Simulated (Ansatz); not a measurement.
Breaking the In1–Cl2 bond in InCl (multiplicity 1 held). Energies count from the point at 2.441 Å.


Restricted levels (R-, RO-) in cc, def2 and unpolarised 6-31G sets keep to the state of the molecule at rest. Unrestricted levels (U-) break spin symmetry where that is lower. Curves can end on different states.

Programs: Ansatz (an electronic-structure program). Values without a source in brackets are computed. In def2 rows elements past Kr take small-core potentials, without spin–orbit coupling.

Energies in kJ/mol.

```tsv
R (Å)	R-HF/def2-TZVPP	U-HF/def2-TZVPP	R-B3LYP/def2-TZVPP	U-wB97X-V/def2-TZVPP
1.953	218	218	215	196
2.197	35	35	37	28
2.441	0	0	0	0
2.685	21	21	19	26
2.929	61	61	57	70
3.295	127	127	121	140
3.661	185	185	178	203
4.272	262	262	252	285
4.882	319	319	301	345
5.614	366	326	338	393
6.591	410	327	366	425
7.811	445	328	384	442
9.764	482	328	399	449
```

Doubts at one or more of the structures used: a restricted determinant that unrestricted orbitals would lower (R-HF/def2-TZVPP, R-B3LYP/def2-TZVPP); a spin-contaminated determinant (U-HF/def2-TZVPP, U-wB97X-V/def2-TZVPP).
